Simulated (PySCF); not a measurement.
# Ionisation energy of Pt⁺ by level of theory

Pt⁺ [Xe] 4f14 5d9 (2D) → Pt²⁺ [Xe] 4f14 5d8 (3F), as a difference of total energies. Calculation: PySCF 2.14, in cc-pVDZ-PP with ECP60MDF (4s4p3d1f, 38 functions); scalar relativity through the core potential. Correlated levels: valence: 5s2 5p6 frozen. The calculations carry no spin-orbit coupling.

```json
{"method": "UHF", "ionisation energy (eV)": "16.874"}
{"method": "M06-2X", "ionisation energy (eV)": "19.125"}
{"method": "TPSS", "ionisation energy (eV)": "18.757"}
{"method": "MP2 (valence)", "ionisation energy (eV)": "18.318"}
{"method": "SCS-MP2 (valence)", "ionisation energy (eV)": "18.219"}
```

Q: How much does correlation contribute at MP2 (valence)?

A: 18.318 − (16.874) = 1.444 eV, measured against UHF.

The reference lies between the lowest fine-structure levels, while these numbers refer to the centres of the terms.

Errors of the correlated levels include the incompleteness of this basis and the frozen core.

For comparison: 18.56 ± 0.12 eV (measured; NIST Atomic Spectra Database, ionization energies).
